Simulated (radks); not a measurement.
Results of a calculation; reference values are marked as such.
Task: Species: Os50+. Configuration: [Ar] 3d8. Code: a radial shooting solver on a logarithmic mesh with Libxc functionals. Model: Dirac Kohn-Sham, exchange-only PBE, spin-unpolarised, spherical densities, finite nucleus; open shells fill j = l - 1/2 first; Fermi nuclear charge, rms radius 5.4126 fm. Some entries of the table are withheld. Estimate them.

orbital,occ.,eigenvalue (hartree),<r^2> (bohr^2),<1/r> (bohr^-1)
1s1/2,2,-2815.929,0.0004335,90.42
2s1/2,2,-575.3247,0.006538,22.17
2p1/2,2,(1),0.004647,22.12
2p3/2,4,(2),0.005822,18.38
3s1/2,2,-205.7459,0.04034,(3)
3p1/2,2,-197.4808,0.03660,(4)
3p3/2,4,-184.1940,0.04216,(5)
3d3/2,4,-171.0158,0.03185,(6)
3d5/2,4,-168.0535,0.03333,(7)
4s1/2,0,-103.4562,0.1512,(8)
4p1/2,0,-99.89429,0.1475,4.140
4p3/2,0,-95.18858,0.1628,3.796

Result: 
(1) 2p1/2 eigenvalue (hartree): -555.9951
(2) 2p3/2 eigenvalue (hartree): -499.3178
(3) 3s1/2 <1/r> (bohr^-1): 8.406
(4) 3p1/2 <1/r> (bohr^-1): 8.323
(5) 3p3/2 <1/r> (bohr^-1): 7.350
(6) 3d3/2 <1/r> (bohr^-1): 7.229
(7) 3d5/2 <1/r> (bohr^-1): 7.002
(8) 4s1/2 <1/r> (bohr^-1): 4.198
